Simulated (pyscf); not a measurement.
`[Cl][Nb]([Cl])([Cl])[Cl]`, doublet

Gas-phase minimum from PySCF at ωB97X-D3(BJ)/def2-SVP, one conformer. 

```xyz
5

Cl     0.9424     2.4640    -0.7251
Nb     0.2658     0.3200    -0.4133
Cl     0.6267    -0.6270     1.6175
Cl    -1.9895     0.3579    -0.6668
Cl     1.4866    -0.9147    -1.8751
```
Charge 0, spin multiplicity 2.

Bonded distances (Å): Cl1–Nb2 2.270, Nb2–Cl3 2.270, Nb2–Cl4 2.270, Nb2–Cl5 2.270. Angles (°): Cl1–Nb2–Cl3 118.0, Cl1–Nb2–Cl4 105.4, Cl1–Nb2–Cl5 105.4, Cl3–Nb2–Cl4 105.4, Cl3–Nb2–Cl5 105.3, Cl4–Nb2–Cl5 118.1.

Properties at ωB97X-D3(BJ)/def2-SVP:

```
Item                                                                                                                                                          Result
---------------------------------------------------------------------------------------------------------------------  ---------------------------------------------
Harmonic wavenumbers, unscaled                                                                                         79, 85, 90, 110, 110, 400, 423, 454, 455 cm⁻¹
Zero-point energy                                                                                                                                       3.2 kcal/mol
Rotational symmetry number                                                                                                                                         4
Entropy of this conformer at 298 K and 1 atm, rigid rotor and harmonic oscillator, modes under 100 cm⁻¹ raised to 100                                381.7 J/(mol K)
Dipole moment                                                                                                                                                 0.01 D
Spin expectation value S2                                                                                                                                      0.753
```

Single-point totals, which compare only within one level:

```tsv
level	total energy (hartree)
ωB97X-D3(BJ)/def2-TZVP	-1898.13284
PBE/def2-TZVP	-1897.36309
r²SCAN/def2-TZVP	-1898.00461
B3LYP-D3(BJ)/def2-TZVP	-1898.17805
PBE0-D3(BJ)/def2-TZVP	-1897.47641
M06-2X/def2-TZVP	-1897.91316
ωB97M-D3(BJ)/def2-TZVP	-1898.23510
```

Open-shell species with a d-block atom are single-reference here; other states, and whether the spin sits on metal or ligand, were not checked. Elements past Kr carry the def2 core potentials, without spin-orbit coupling.
